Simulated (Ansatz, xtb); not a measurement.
Relative energy of two isomers of BGeH5O2

Structure I: `OB[O][GeH3]`, a singlet. Structure II: `O[B](O)[GeH3]`, a singlet. Both are isolated molecules in the gas phase, relaxed with PBE0-D3(BJ)/def2-SVP; the shapes shown needn't be the lowest conformers.

I (Å):

```xyz
9

B     1.6116    0.3902    0.2476
Ge    0.6410   -1.0431   -2.0699
O     0.4753    1.0779    0.5335
O     1.7499   -0.4846   -0.7841
H    -0.2566    0.8930   -0.0658
H     2.5620    0.5782    0.9702
H    -0.7571   -0.4252   -1.8375
H     1.2270   -0.5676   -3.4046
H     0.5823   -2.5711   -1.9663
```

II (Å):

```yaml
atoms:
  - { symbol: B, position_ang: [0.9582, 0.2320, 0.0243] }
  - { symbol: Ge, position_ang: [-0.1834, 0.9161, -1.5671] }
  - { symbol: O, position_ang: [0.3683, 0.1942, 1.2490] }
  - { symbol: O, position_ang: [2.2362, -0.1602, -0.2224] }
  - { symbol: H, position_ang: [0.9234, -0.1416, 1.9635] }
  - { symbol: H, position_ang: [2.7220, -0.4822, 0.5468] }
  - { symbol: H, position_ang: [-0.9534, 2.2014, -1.2008] }
  - { symbol: H, position_ang: [0.6747, 1.2168, -2.8114] }
  - { symbol: H, position_ang: [-1.2384, -0.1335, -1.9781] }
```

Q: Estimate E(II) − E(I) at the level CCSD(T)/def2-SVP + ΔMP2/def2-TZVPP.

A: Calculated at CCSD(T)/def2-SVP + ΔMP2/def2-TZVPP: E(II) − E(I) = +39.6 kJ/mol, so structure I lies lower.

How the difference moves with the method:

| level | geometry | E(II) − E(I) (kJ/mol) | departure from the last row (kJ/mol) | job, with rough time for the two |
| --- | --- | --- | --- | --- |
| GFN2-xTB | GFN2-xTB | +94.7 | +55.1 | optimisation, 0.32 s |
| HF/STO-3G | GFN2-xTB | +59.4 | +19.8 | single point, 0.62 s |
| r2SCAN-D4/def2-SVP | GFN2-xTB | +31.5 | −8.1 | single point, 3.4 s |
| PBE0-D3(BJ)/def2-SVP | PBE0-D3(BJ)/def2-SVP | +26.9 | −12.7 | optimisation, 41 s |
| HF/def2-SVP | PBE0-D3(BJ)/def2-SVP | +55.1 | +15.5 | part of the CCSD(T) run |
| MP2/def2-SVP | PBE0-D3(BJ)/def2-SVP | +45.5 | +5.9 | part of the CCSD(T) run |
| CCSD(T)/def2-SVP | PBE0-D3(BJ)/def2-SVP | +41.7 | +2.2 | single point |
| CCSD(T)/def2-SVP + ΔMP2/def2-TZVPP | PBE0-D3(BJ)/def2-SVP | +39.6 |  | single point, 26 s |

As drawn, II has 1 B–Ge, 1 O–H in place of 1 Ge–O, 1 B–H.

The levels shown agree on the order. The largest departure from CCSD(T)/def2-SVP + ΔMP2/def2-TZVPP is that of GFN2-xTB, 55.1 kJ/mol. The last row adds to CCSD(T) the change of the MP2 difference between the two basis sets, here −2.2 kJ/mol.

With harmonic frequencies from PBE0-D3(BJ)/def2-SVP (ideal gas, rigid rotor, one conformer each, 1000 K, 1 atm): on the last row, ΔE + ΔZPE = +41.6 kJ/mol. A mode under 50 cm⁻¹ makes harmonic enthalpies and free energies unreliable, so none is given.

The correlated steps freeze 12 core orbitals; the filled d shell of Ge is correlated, in a basis made for valence electrons. Programs: Ansatz 0.2.0, xtb 6.7.1; the last row on 2 threads of Intel(R) Xeon(R) Platinum 8488C (Sapphire Rapids) on a shared host.
